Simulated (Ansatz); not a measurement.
# Which method gave which barrier?

Saddle point of SiAsNH8, singlet (SiNH₅ ([NH2][SiH3]) + AsH₃ → SiAsH₅ ([SiH3][AsH2]) + NH₃; bonds formed: Si1–As7, N2–H6; bonds broken: Si1–N2, H6–As7), PBE0-D4/def2-TZVP structure:

Si1  (-0.770, -0.661, 0.916)
N2  (0.992, -0.178, 0.563)
H3  (-1.601, 0.512, 1.231)
H4  (-1.263, -1.658, -0.046)
H5  (-0.508, -1.379, 2.205)
H6  (0.753, 0.342, -0.381)
As7  (-0.809, 0.924, -1.783)
H8  (1.399, 0.446, 1.257)
H9  (1.619, -0.969, 0.421)
H10  (-0.055, 2.247, -1.638)
H11  (0.243, 0.374, -2.746)
(Å)

Computed with Ansatz 0.2.0 (basis: def2-TZVPP, with def2-QZVPP for the basis limit); correlated methods freeze the cores. Filled d shells of the heavier atoms are correlated. The def2 sets are not built for correlating such inner shells, so the correlated values are less sure here. B3LYP uses VWN-RPA correlation. Extrapolation: Hartree–Fock as exp(−7.88 √X), correlation as X^−2.97. Four methods, as single points on the PBE0-D4 structures, gave these electronic barriers from the start structure: 130.1, 139.4, 153.1, 194.1 kJ/mol.

Problem. The methods were, in alphabetical order, B3LYP-D4, BHLYP-D4, BLYP-D4, HF. Which gave which? (A judgement: the text doesn't fix the answer.)

Solution. Computed: BLYP-D4 130.1; B3LYP-D4 139.4; BHLYP-D4 153.1; HF 194.1 kJ/mol. For comparison, CCSD(T) at an estimated basis limit (MP2 extrapolated from triple and quadruple zeta, plus CCSD(T) − MP2 in triple zeta) gives 141.7 kJ/mol.

The T1 diagnostic stays at or below 0.013. The start structure is not quite a true minimum (one mode of 30i cm⁻¹).

Labels in which every atom is bracketed show which atoms are joined, not bond orders.

For scale, one of the runs: CCSD(T)/def2-TZVPP, 233 basis functions, launched by `ansatz run in.yaml --threads 4 --pin off --events-out ev --progress --plain --max-ram 9574MiB`. Hardware: 4 CPU threads of an Arm Neoverse V2, shared host. Wall time 110 s; peak host memory 4 GiB.
